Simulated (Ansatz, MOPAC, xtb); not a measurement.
The molecule MgH, multiplicity 2 (the spin of the measured ground state).

Seven points along R, fitted to fifth degree in 1/R; most abundant isotopes. In def2 and cc sets the state is the lowest found near the PBE0 minimum, followed along R.

The values were computed with Ansatz (Gaussian orbitals); MOPAC for AM1, PM6, PM7 (differences of heats of formation); xtb for the GFN methods. Values without a source in brackets are computed. The GFN methods have no spin term and hold the electronic entropy of 300 K.

| level | r_e (Å) | ω_e (cm⁻¹) | B_e (cm⁻¹) | α_e (cm⁻¹) | D_e (eV) | dipole (D) |
|---|---|---|---|---|---|---|
| AM1 | 1.729 | 1812 | 5.83 | 0.089 | - | - |
| PM6 | 1.716 | 2154 | 5.92 | 0.12 | - | - |
| PM7 | 1.676 | 2384 | 6.20 | 0.090 | - | - |
| GFN1-xTB | 1.838 | 1042 | 5.16 | 0.047 | - | - |
| GFN2-xTB | 1.845 | 927 | 5.12 | 0.22 | - | - |
| SVWN5/def2-TZVPP | 1.753 | 1405 | 5.67 | 0.18 | 1.58 | 1.22 |
| PBE/def2-TZVPP | 1.757 | 1409 | 5.65 | 0.18 | 1.39 | 1.23 |
| r2SCAN/def2-TZVPP | 1.745 | 1459 | 5.72 | 0.17 | 1.63 | 1.36 |
| B97M-V/def2-TZVPP | 1.754 | 1437 | 5.66 | 0.16 | 1.63 | 1.60 |
| B3LYP/def2-TZVPP | 1.742 | 1449 | 5.74 | 0.18 | 1.44 | 1.37 |
| PBE0/def2-TZVPP | 1.744 | 1464 | 5.73 | 0.17 | 1.41 | 1.29 |
| BHLYP/def2-TZVPP | 1.730 | 1500 | 5.82 | 0.17 | 1.42 | 1.41 |
| CAM-B3LYP/def2-TZVPP | 1.732 | 1486 | 5.81 | 0.17 | 1.46 | 1.38 |
| wB97X-V/def2-TZVPP | 1.734 | 1510 | 5.80 | 0.16 | 1.46 | 1.33 |
| wB97M-V/def2-TZVPP | 1.740 | 1465 | 5.76 | 0.17 | 1.26 | 1.59 |
| B2PLYP/def2-TZVPP | 1.733 | 1486 | 5.81 | 0.17 | 1.38 | - |
| CCSD/def2-TZVPP | 1.730 | 1488 | 5.82 | 0.17 | 1.34 | - |
| CCSD/def2-QZVPP | 1.720 | 1532 | 5.89 | 0.19 | 1.39 | - |
| CCSD(T)/def2-TZVPP | 1.732 | 1482 | 5.81 | 0.17 | 1.33 | - |
| CCSD(T)/def2-QZVPP | 1.721 | 1525 | 5.88 | 0.19 | 1.38 | - |

D_e counts from each atom's lowest state at the same level, without counterpoise or zero-point energy.

Correlated levels freeze the inner cores; with def2 sets outer-core shells near the valence are correlated too. The state that AM1, PM6, PM7 reach isn't checked; PM7 holds dispersion and hydrogen-bond terms.

Measured for the ground state: r_e 1.7297 Å [Huber and Herzberg (1979), NIST Chemistry WebBook]. ω_e 1492.8 cm-1, ω_e x_e 29.847 cm-1, B_e 5.8255 cm-1, α_e 0.1773 cm-1 [Irikura, J. Phys. Chem. Ref. Data 36, 389 (2007)].

Ansatz is an electronic-structure program.
